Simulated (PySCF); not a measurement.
C₂H₉GeN, SMILES C[N](C)[GeH3].

The structure is a stationary point at TPSSh-D3(BJ)/def2-SVP.

Vertical ionisation energy (IE) and electron affinity (EA) in eV. Rows of orbital energies are one-electron estimates. Where ΔSCF, EOM or ADC give a negative EA the extra electron is unbound and the value depends on the basis.

```tsv
level	IE	EA
−ε(HOMO), −ε(LUMO), B3LYP/def2-TZVP (PySCF)	5.96	-0.33
−ε(HOMO), −ε(LUMO), PBE/def2-TZVP (PySCF)	?	?
```

Task: Some entries are withheld; supply them. (An estimate is asked for; the answer gives what the named calculation found.)

Result: 
- −ε(HOMO), −ε(LUMO), PBE/def2-TZVP (PySCF), IE: 4.85
- −ε(HOMO), −ε(LUMO), PBE/def2-TZVP (PySCF), EA: 0.23
